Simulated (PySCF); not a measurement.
`CCCc1ccccc1`, C9H12

Molfile (atoms numbered from 1):
```
C9H12
     RDKit          3D

 21 21  0  0  0  0  0  0  0  0999 V2000
   -2.3670   -0.6020   -0.5118 C   0  0  0  0  0  0  0  0  0  0  0  0
   -1.9464   -0.4636    0.9453 C   0  0  0  0  0  0  0  0  0  0  0  0
   -0.9812    0.7099    1.1636 C   0  0  0  0  0  0  0  0  0  0  0  0
    0.3385    0.4591    0.4927 C   0  0  0  0  0  0  0  0  0  0  0  0
    0.6214    0.9873   -0.7601 C   0  0  0  0  0  0  0  0  0  0  0  0
    1.8229    0.7113   -1.3892 C   0  0  0  0  0  0  0  0  0  0  0  0
    2.7619   -0.0956   -0.7710 C   0  0  0  0  0  0  0  0  0  0  0  0
    2.4929   -0.6233    0.4807 C   0  0  0  0  0  0  0  0  0  0  0  0
    1.2900   -0.3478    1.1050 C   0  0  0  0  0  0  0  0  0  0  0  0
   -3.0359   -1.4508   -0.6354 H   0  0  0  0  0  0  0  0  0  0  0  0
   -2.8864    0.2944   -0.8446 H   0  0  0  0  0  0  0  0  0  0  0  0
   -1.4979   -0.7532   -1.1479 H   0  0  0  0  0  0  0  0  0  0  0  0
   -2.8338   -0.3125    1.5641 H   0  0  0  0  0  0  0  0  0  0  0  0
   -1.4622   -1.3864    1.2720 H   0  0  0  0  0  0  0  0  0  0  0  0
   -1.4330    1.6235    0.7722 H   0  0  0  0  0  0  0  0  0  0  0  0
   -0.8241    0.8394    2.2372 H   0  0  0  0  0  0  0  0  0  0  0  0
   -0.1051    1.6221   -1.2474 H   0  0  0  0  0  0  0  0  0  0  0  0
    2.0267    1.1273   -2.3654 H   0  0  0  0  0  0  0  0  0  0  0  0
    3.7008   -0.3106   -1.2605 H   0  0  0  0  0  0  0  0  0  0  0  0
    3.2233   -1.2508    0.9716 H   0  0  0  0  0  0  0  0  0  0  0  0
    1.0857   -0.7609    2.0832 H   0  0  0  0  0  0  0  0  0  0  0  0
  1  2  1  0
  2  3  1  0
  3  4  1  0
  4  5  2  0
  5  6  1  0
  6  7  2  0
  7  8  1  0
  8  9  2  0
  9  4  1  0
  1 10  1  0
  1 11  1  0
  1 12  1  0
  2 13  1  0
  2 14  1  0
  3 15  1  0
  3 16  1  0
  5 17  1  0
  6 18  1  0
  7 19  1  0
  8 20  1  0
  9 21  1  0
M  END
```

The calculation used GIAO PBE/pcSseg-1 magnetisability, rotational g tensor and spin-rotation constants, non-relativistic, gas phase (PySCF). Geometry: GFN2-xTB.

Problem. Give the nuclear spin-rotation constants along the inertial axes (H = +C I·J) beside the isotropic shieldings.

Solution. Rotational constants 3.2962, 1.0958, 0.9660 GHz. A star marks the isotopologue with that one atom substituted, in its own axes.
```
atom  isotope  Caa (kHz)  Cbb (kHz)  Ccc (kHz)  mean (kHz)  σ (ppm)
 H10       1H     -0.183     -0.126     -0.028      -0.112     30.7
 H11       1H     -0.319     -0.063     -0.050      -0.144     31.1
 H12       1H     -0.020     -0.105     -0.092      -0.072     30.6
 H13       1H      0.033     -0.108     -0.089      -0.055     29.7
 H14       1H     -0.300     -0.069     -0.037      -0.135     30.3
 H15       1H     -0.296     -0.051     -0.041      -0.129     29.4
 H16       1H     -0.324      0.013     -0.072      -0.128     28.5
 H17       1H     -0.139      0.025     -0.067      -0.060     24.3
 H18       1H     -0.231      0.090     -0.095      -0.079     24.2
 H19       1H      0.284     -0.106     -0.073       0.035     24.2
 H20       1H     -0.125      0.022     -0.064      -0.056     24.1
 H21       1H     -0.238      0.093     -0.097      -0.081     24.3
  C1     13C*      0.524      0.144      0.131       0.267    168.3
  C2     13C*      0.522      0.196      0.163       0.294    150.7
  C3     13C*      0.584      0.207      0.192       0.328    138.1
  C4     13C*      1.501      0.451      0.163       0.705     36.3
  C5     13C*      1.192      0.460      0.187       0.613     48.9
  C6     13C*      1.139      0.497      0.152       0.596     51.9
  C7     13C*      1.448      0.375      0.163       0.662     53.5
```
For the geometry as given, no vibrational averaging.
